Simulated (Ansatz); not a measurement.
**Which is lower?**

The two ends of one reaction step of BH₂ClOF₂, closed shell (PBE0-D4/def2-TZVP).

A:

B1  (0.049, -0.662, 0.248)
Cl2  (1.828, -0.648, -0.175)
F3  (-0.749, -1.283, -0.647)
F4  (-0.224, -0.869, 1.539)
H5  (0.415, 1.476, -0.147)
O6  (-0.398, 0.973, -0.003)
H7  (-0.921, 1.014, -0.815)
(Å)

B:

```
7
angstrom
B -0.9525 -0.6798 0.3418
Cl 2.8672 1.2258 -0.1826
F -2.2299 -0.9039 0.0847
F -0.3553 -1.3713 1.2848
H 1.6599 0.7741 -0.1698
O -0.2419 0.2457 -0.3429
H -0.7474 0.7092 -1.0161
```

Computed with Ansatz 0.2.0 (basis: def2-TZVPP); correlated methods freeze the cores. B3LYP uses VWN-RPA correlation.

Task: Which structure is lower at CCSD(T), and by how much? (Judge from chemistry; the value comes from the calculation.)

Result: Computed: B, by 32.9 kJ/mol (electronic energy, against the other). By their contacts, A is BH₂ClOF₂ ([OH2][B]([F])([F])[Cl]) and B is a complex of BHOF₂ ([OH][B]([F])[F]) + HCl.

All methods give the same order:

```tsv
method	E(B) − E(A) (kJ/mol)
SPW92	-5.4
PBE-D4	-25.8
BLYP-D4	-42.0
r2SCAN-D4	-23.8
B97M-V	-31.8
PBE0-D4	-24.9
B3LYP-D4	-39.7
r2SCAN0-D4	-23.9
BHLYP-D4	-38.9
CAM-B3LYP-D4	-36.4
wB97X-V	-26.2
wB97M-V	-25.0
B2PLYP	-39.0
PBE-QIDH	-25.1
RPA on PBE	-35.4
HF	-60.0
MP2	-28.7
CCSD	-37.2
CCSD(T)	-32.9
```

The T1 diagnostic stays at or below 0.011.

Labels in which every atom is bracketed show which atoms are joined, not bond orders.

For scale, one of the runs: CCSD(T)/def2-TZVPP, 194 basis functions, launched by `ansatz run in.yaml --threads 4 --pin off --events-out ev --progress --plain --max-ram 9574MiB`. Time: 82 s of wall clock on 4 CPU threads of an Intel Xeon; the host was shared. Peak host memory: 2.4 GiB.
